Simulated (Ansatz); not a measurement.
Ag₃Te₄⁺. The state is a singlet with charge 1. Geometry PBE-D4/def2-SVP; atoms count from 1.

```tsv
atom	x (Å)	y (Å)	z (Å)
Ag1	1.240	1.041	-0.879
Ag2	1.300	-2.002	-1.357
Ag3	-1.323	-0.868	-0.856
Te4	1.104	0.307	1.855
Te5	-1.369	1.813	-1.305
Te6	-1.089	1.977	1.506
Te7	0.138	-2.268	1.036
```

In the def2 sets Ag, Te take a core potential; there is no spin–orbit coupling. Another isomer (singlet) lies 0.42 eV lower at PBE0-D4/def2-TZVP; other spin states weren't run for this one.

Question: Estimate the Mulliken populations from the PBE0/def2-TZVP orbitals of Ansatz.

Answer: 
```
atom  charge (e)  d electrons
 Ag1        0.33         9.90
 Ag2        0.30         9.91
 Ag3        0.29         9.86
 Te4        0.09            –
 Te5       -0.11            –
 Te6        0.12            –
 Te7       -0.02            –
```
Mulliken values depend strongly on the basis.

Question: And the Mayer bond orders between heavy atoms (over 0.3)?

Answer: Ag1–Te4 0.47 (2.83 Å); Ag1–Te5 0.63 (2.75 Å); Ag2–Te7 0.85 (2.67 Å); Ag3–Te5 0.64 (2.72 Å); Ag3–Te7 0.55 (2.77 Å); Te4–Te6 1.12 (2.78 Å); Te4–Te7 1.02 (2.87 Å); Te5–Te6 1.06 (2.83 Å).
